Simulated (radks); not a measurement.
Nd LVII, 4 electrons, occupied as [He] 2s2. Method: scalar-relativistic Kohn-Sham, LDA (Slater exchange, Perdew-Wang correlation), spin-unpolarised, spherical densities, point nucleus; computed with a radial shooting solver on a logarithmic mesh with Libxc functionals.

Normalised radial functions P(r) = r R(r), r in bohr:

r,1s,2s
0.001787,1.8896,0.6915
0.001952,2.0251,0.7403
0.002148,2.1818,0.7966
0.002365,2.3479,0.8560
0.002603,2.5232,0.9185
0.002865,2.7078,0.9838
0.003154,2.9013,1.0518
0.003444,3.0861,1.1162
0.003791,3.2952,1.1884
0.004173,3.5110,1.2620
0.004593,3.7324,1.3362
0.005056,3.9577,1.4103
0.005566,4.1850,1.4830
0.006078,4.3930,1.5474
0.00669,4.6168,1.6137
0.007364,4.8342,1.6741
0.008106,5.0414,1.7264
0.008923,5.2342,1.7682
0.009744,5.3941,1.7949
0.01073,5.5456,1.8084
0.01181,5.6679,1.8026
0.013,5.7556,1.7737
0.01431,5.8031,1.7181
0.01575,5.8054,1.6320
0.0172,5.7638,1.5232
0.01893,5.6674,1.3689
0.02083,5.5152,1.1747
0.02293,5.3064,0.9387
0.02525,5.0419,0.6601
0.02779,4.7251,0.3399
0.03035,4.3935,0.0122
0.0334,3.9943,-0.3779
0.03677,3.5658,-0.7948
0.04047,3.1202,-1.2281
0.04455,2.6709,-1.6647
0.04865,2.2675,-2.0546
0.05355,1.8490,-2.4524
0.05895,1.4645,-2.8033
0.06489,1.1234,-3.0890
0.07142,0.8319,-3.2924
0.07862,0.5927,-3.4002
0.08585,0.4184,-3.4079
0.0945,0.2736,-3.3150
0.104,0.1700,-3.1221
0.1145,0.0998,-2.8426
0.126,0.0551,-2.4969
0.1387,0.0284,-2.1109
0.1515,0.0145,-1.7454
0.1668,0.0064,-1.3595
0.1836,0.0026,-1.0092
0.2021,0.0010,-0.7110
0.2224,0.0003,-0.4731
0.2448,0.0001,-0.2958
0.2674,0.0000,-0.1812
0.2943,0.0000,-0.0988
0.324,0.0000,-0.0497

1s: eigenvalue -49326 eV, 0 radial nodes, <r> = 0.0235 bohr, 90 % of the charge inside 0.0425 bohr. 2s: eigenvalue -11999.0 eV, 1 radial node at r = 0.0304 bohr, <r> = 0.0959 bohr, 90 % of the charge inside 0.147 bohr.
